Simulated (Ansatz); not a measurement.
B(CN)3 (BC3N3). Total charge 0; singlet. Geometry B3LYP-D4/def2-SVP, basis def2-TZVP, Ansatz.

```xyz
7

B     0.0007    0.0004    0.0003
C     1.1270   -0.3287   -0.9810
N     1.9829   -0.5795   -1.7265
C    -0.5834    1.4132    0.0487
N    -1.0295    2.4861    0.0845
C    -0.5422   -1.0838    0.9328
N    -0.9555   -1.9077    1.6410
```

```csv
run,HOMO (eV),LUMO (eV)
A,-14.14,-1.75
B,-9.90,-5.95
C,-9.59,-6.06
D,-10.71,-5.44
E,-10.58,-5.66
F,-10.99,-5.29
```

B3LYP takes the VWN-RPA correlation. HSE06 is defined as in plane-wave codes, on full-range PBE exchange.

The runs used B3LYP, HF, HSE06, PBE, PBE0, r2SCAN. Estimate which is which.

A HF (100 % exact exchange); B r2SCAN (0 % exact exchange); C PBE (0 % exact exchange); D B3LYP (20 % exact exchange); E HSE06 (range-separated); F PBE0 (25 % exact exchange). Exact exchange lowers occupied and raises empty levels; among semilocal functionals meta-GGAs tend to open the gap a little, and such runs are hard to tell apart. The gap grows from 3.54 eV (PBE) to 12.39 eV (HF).
